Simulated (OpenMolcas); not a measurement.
**Sc: CASPT2 settings compared**

| Quantity | Value |
| --- | --- |
| Program | OpenMolcas |
| Basis | ANO-RCC-VTZP [6s5p3d2f1g] |
| Scalar Hamiltonian | DKH2, point nucleus |
| Active space | 3 electrons in 6 orbitals (3d 4s) |
| State averaging | 2S+1 = 2 even, 29 roots; 2S+1 = 4 even, 10 roots kept (CI in the orbitals of an earlier block) |
| Spin-orbit coupling | state interaction with AMFI integrals over the reference wave functions, term energies averaged over their components |

Methods on the same reference wave functions:
A. CASSCF
B. SS-CASPT2, IPEA 0.2 Eh, sigma2 regulariser 0.15 Eh (closed shells correlated: none)
C. SS-CASPT2, IPEA 0.75 Eh, real shift 0.25 Eh (closed shells correlated: 3s 3p)
D. MS-CASPT2, IPEA 0.2 Eh, sigma2 regulariser 0.15 Eh (closed shells correlated: none)
E. MS-CASPT2, IPEA 0.75 Eh, real shift 0.25 Eh (closed shells correlated: 3s 3p)

Energies in cm-1 above 3d 4s2 2D 3/2, the measured ground level; measured values from NIST Handbook of Basic Atomic Spectroscopic Data.

| Level | A | B | C | D | E | Measured |
| --- | --- | --- | --- | --- | --- | --- |
| 3d 4s2 2D 3/2 | 0.0 | 0.0 | 0.0 | 0.0 | 0.0 | 0.0 |
| 3d 4s2 2D 5/2 | 135 | 135 | 135 | 140 | 139 | 168 |
| 3d2 4s 4F 3/2 | 4544 | 10780 | 8650 | 11120 | 8770 | 11520 |
| 3d2 4s 4F 5/2 | 4591 | 10830 | 8700 | 11160 | 8820 | 11558 |
| 3d2 4s 4F 7/2 | 4657 | 10890 | 8760 | 11230 | 8890 | 11610 |
| 3d2 4s 4F 9/2 | 4742 | 10980 | 8850 | 11320 | 8970 | 11677 |
| 3d2 4s 2F 5/2 | 11864 | 14180 | 13710 | 14510 | 13840 | 14926 |
| 3d2 4s 2F 7/2 | 11996 | 14310 | 13850 | 14640 | 13970 | 15042 |
| 3d2 4s 4P 1/2 | 13410 | 17960 | 16050 | 18300 | 16170 |  |
| 3d2 4s 4P 3/2 | 13437 | 17990 | 16080 | 18330 | 16200 |  |
| 3d2 4s 4P 5/2 | 13480 | 18040 | 16130 | 18380 | 16250 |  |
| 3d2 4s 2D 3/2 | 14714 | 16330 | 14790 | 17000 | 15040 |  |
| 3d2 4s 2D 5/2 | 14727 | 16330 | 14790 | 17000 | 15040 |  |
| 3d2 4s 2G 7/2 | 18232 | 21210 | 19000 | 21540 | 19120 |  |
| 3d2 4s 2G 9/2 | 18232 | 21210 | 19000 | 21540 | 19120 |  |
| 3d2 4s 2P 1/2 | 19888 | 20410 | 20180 | 20750 | 20300 |  |
| 3d2 4s 2P 3/2 | 19945 | 20470 | 20230 | 20800 | 20360 |  |

Deviations, from unrounded energies. A percentage is the sum of absolute deviations over the sum of measured energies, with the sign that they share, or ± where signs differ.

| Against measurement | Levels | A | B | C | D | E |
| --- | --- | --- | --- | --- | --- | --- |
| mean absolute deviation (cm-1) | 7 | 4900 | 630 | 2000 | 340 | 1900 |
| fine structure of the ground term (%) | 1 | -20.0 | -20.0 | -20.0 | -16.8 | -17.6 |
| other configurations (%) | 6 | -44.5 | -5.7 | -18.1 | -3.1 | -17.1 |

D lies closest to measurement on these levels and A furthest from it. The largest miss of D in the table is 3d2 4s 2F 5/2, by -410 cm-1. The ranking rests on the paired levels alone, and a cruder setting can come out closer through cancelling errors.

Among B to E the level of the table that moves most is 3d2 4s 2G 9/2, by 2500 cm-1 (lowest in C, highest in D). Moves below CASPT2's spread within the term are not significant.

The two smallest mean deviations differ by little beside CASPT2's spread within terms, so their order carries little weight.

The lowest spin-free term lies below A's lowest term by 0.045 hartree in B, 0.322 hartree in C, 0.046 hartree in D, 0.322 hartree in E.

CASPT2 breaks the degeneracy within a term, and the mean is taken; among the terms shown or strongly mixed into the levels shown the widest spread is 1200 cm-1 (3d2 4s 2F, D). Over all roots computed the reference weight is 0.93 to 0.99 in B, 0.93 to 0.99 in D; the roots of lowest weight are the least certain, and an intruder state may touch them. Terms from blocks run as CI alone lack orbitals of their own. A single d shell beside an s shell can misplace configurations of different d count against each other. Without dynamic correlation excited terms often stand tens of per cent too high (terms of higher spin than the ground term too low), and those without a measured partner can miss by more than the paired ones (holds for A). Computed and measured levels are paired by configuration, term and J; levels that our copy of the source lacks, or whose pairing is in doubt (as where it misses far off the trend of its configuration), stay unpaired and out of the deviations. Levels of configurations outside the active space are missing.
